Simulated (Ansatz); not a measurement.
`O[CH2][ZnH]` → C• + 4 H• + O• + Zn (atom)  (atomization)

Gas-phase electronic energies from Ansatz, PBE0-D4/def2-TZVP geometries. CBS: MP2 limit from def2 TZ/QZ plus the TZ coupled-cluster correction, frozen cores. This one scheme is used for every species, atoms too. DFT in def2-TZVPP. B3LYP here is the variant with VWN-RPA as its local correlation; programs differ in this. Open shells (•) are unrestricted, without spin–orbit coupling. Spin–orbit coupling would lower the free atoms: a little for C, O. Bonds to Zn are less sure, by a few kJ/mol each and by 10 to 20 or more in all where they break to atoms, as the def2 sets lack core-valence functions. Scalar relativity is left out up to krypton. Each species was taken in one conformer, which may not be the lowest.

**Question.** What is ΔE at CCSD(T)/CBS? (Estimate.)

**Answer.** Computed: +2069.4 kJ/mol.

**Question.** What do these levels give: BLYP-D4, B3LYP-D4, r2SCANh-D4, r2SCAN0-D4, BHLYP-D4, r2SCAN0, LC-ωPBE, MP2/def2-SVP, CCSD(T)/def2-SVP, MP2/def2-TZVPP, HF/def2-QZVPP, HF/CBS(def2)? (Best estimate.)

**Answer.** Ansatz gave: BLYP-D4 2055.2, B3LYP-D4 2054.6, r2SCANh-D4 2067.1, r2SCAN0-D4 2041.4, BHLYP-D4 1980.4, r2SCAN0 2038.9, LC-ωPBE 2091.9, MP2/def2-SVP 1969.0, CCSD(T)/def2-SVP 1936.0, MP2/def2-TZVPP 2054.0, HF/def2-QZVPP 1425.8, HF/CBS(def2) 1426.6 kJ/mol.

Largest T1 diagnostic among the species: 0.017.

From BLYP to BHLYP (50 % exact exchange), in def2-TZVPP and without D4, ΔE moves by −65.3 kJ/mol: exact exchange takes away binding that semilocal exchange gives to molecules. The D4 term adds +14.3 kJ/mol with B3LYP and +7.4 kJ/mol with PBE0; it sums over pairs of atoms, weighted by their polarisabilities, and B3LYP, whose exchange is more repulsive, gets the larger term. In def2-TZVPP, CCSD(T) changes the Hartree–Fock value by +594.5 kJ/mol (the triples alone add +32.5 kJ/mol) and MP2 by +633.5 kJ/mol; breaking electron pairs costs correlation energy, which Hartree–Fock lacks.

For atomizations the MP2-based limit and the directly extrapolated one differ by several kJ/mol either way, and by 10 to 25 for some Ge, Se and Sn compounds, so smaller differences from it don't rank the levels.
